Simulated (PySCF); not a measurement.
**Two-component Hartree-Fock for Cr³⁺ (chromium, charge +3)**

Start: [Ar] 3d3; 3d5/2 filled at m_j = +1/2, +3/2, +5/2. Calculated with PySCF 2.14 in x2c-SVPall-2c with one added diffuse shell each of s, d type (6s5p4d1f, 48 functions): generalised Hartree-Fock with the X2C-1e Hamiltonian and a Gaussian nucleus; one run each with spin-orbit coupling (SO) switched off, then screened by Boettger's factors. This is a chosen level, not necessarily the ground level.

```csv
spinor shell,electrons,"ε, spin-free (eV)","ε, screened SO (eV)",weight of nominal j (screened SO),"rms radius, screened SO (bohr)"
1s1/2,2,-6084.4,-6084.4,1.000,0.0735
2s1/2,2,-767.64,-767.64,1.000,0.316
2p1/2,2,-649.19,-654.98,0.992,0.285
2p3/2,4,-649.19,-646.35,0.996,0.288
3s1/2,2,-132.61,-132.62,1.000,0.959
3p3/2,4,-96.989,-97.588,0.834,1.03
3p1/2,2,-96.989,-95.811,0.668,1.03
3d5/2,3,-50.959,-50.944,0.789,1.20
```

| quantity | spin-free | screened SO |
| --- | --- | --- |
| E (hartree) | -1047.61442 | -1047.62067 |
| M_J | 9/2 | 9/2 |
| ⟨J²⟩ | 24.754 | 24.754 |
| ⟨L²⟩ | 12.004 | 12.010 |
| ⟨S²⟩ | 3.750 | 3.749 |

Each row is a mean over spinors that exchange with the open shell spreads, by up to 11.509 eV (3p3/2).

Rows whose weight is well below 1 are mixtures of j = l ± 1/2: exchange outweighs spin-orbit coupling there, and the label is only the starting occupation.

Without spin-orbit coupling the j labels of p, d and f shells carry no meaning; the spin-free column gives the mean over the occupied spinors of each nl shell.
